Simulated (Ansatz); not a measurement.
Stepwise reaction of `[NH2][Ta]([NH2])(=[O])[OH]` with hydrogen fluoride, as a gas-phase model of exchange steps in deposition or etching. ΔE in kJ/mol; ΔG adds harmonic PBE0-D4 terms to CCSD(T)/CBS, at 1 bar.

Gas-phase electronic energies from Ansatz, PBE0-D4/def2-TZVP geometries. CBS: MP2 limit from def2 TZ/QZ plus the TZ coupled-cluster correction, frozen cores. This one scheme is used for every species. DFT in def2-TZVPP. B3LYP here is the variant with VWN-RPA as its local correlation; programs differ in this. Elements past krypton have def2 core potentials. For Ta outer-core shells are correlated without core-valence functions, which leaves a few kJ/mol of doubt a bond. Each species was taken in one conformer, which may not be the lowest.

```csv
step,reaction,PBE-D4,B3LYP-D4,ωB97M-V,CCSD(T)/CBS,ΔG(500 K)
2,`[NH2][Ta](=[O])([OH])[F]` + H–F → `[O]=[Ta]([OH])([F])[F]` + NH₃,-79.4,-79.7,-80.3,-69.1,-67.5
```

(1) Give the row of step 1, `[NH2][Ta]([NH2])(=[O])[OH]` + H–F → `[NH2][Ta](=[O])([OH])[F]` + NH₃. (Estimate.)

(2) By hand: ΔE of the 2 steps together at CCSD(T)/CBS.

## Answers

(1) The calculation gave: 
```json
{"step": "1", "reaction": "`[NH2][Ta]([NH2])(=[O])[OH]` + H–F → `[NH2][Ta](=[O])([OH])[F]` + NH₃", "PBE-D4": "-93.8", "B3LYP-D4": "-94.9", "ωB97M-V": "-95.3", "CCSD(T)/CBS": "-83.7", "ΔG(500 K)": "-79.2"}
```

(2) (-83.7) + (-69.1) = -152.8 kJ/mol, or -76.4 kJ/mol a step.

In ΔE each step is higher than the one before. All are downhill at CCSD(T)/CBS. ΔG lies between -79.2 and -67.5 kJ/mol a step. PBE-D4 differs from CCSD(T)/CBS by -10.3 to -10.1 kJ/mol a step. Isolated molecules leave out the surface, adducts and barriers. Largest T1 diagnostic: 0.020.
